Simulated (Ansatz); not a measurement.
Isolated molecules relaxed with PBE0-D4/def2-TZVP in Ansatz; ΔE leaves out vibrations. CCSD(T)/CBS adds triple-zeta CCSD(T) − MP2 to the extrapolated MP2 energy (def2 sets, frozen cores). DFT in def2-TZVPP. For Ge outer-core shells are correlated without core-valence functions, which leaves a few kJ/mol of doubt a bond. Scalar relativity is left out up to krypton. Each species was taken in one conformer, which may not be the lowest.

Reaction (redistribution): `O[SiH2]O[SiH](O)O` + `F[Si](Cl)(Cl)[GeH3]` → `O[SiH](O)[GeH3]` + `O[SiH2]O[Si](F)(Cl)Cl`

```csv
level,ΔE (kJ/mol)
r2SCAN-D4,21.9
ωB97M-V,23.5
B2PLYP,22.4
PBE,21.7
```

Q: What does CCSD(T)/CBS give? (An estimate is asked.)

A: The calculation gave: +23.1 kJ/mol. The listed levels differ from it by -1.2, 0.4, -0.7, -1.4 kJ/mol.

Largest T1 diagnostic among the species: 0.012.
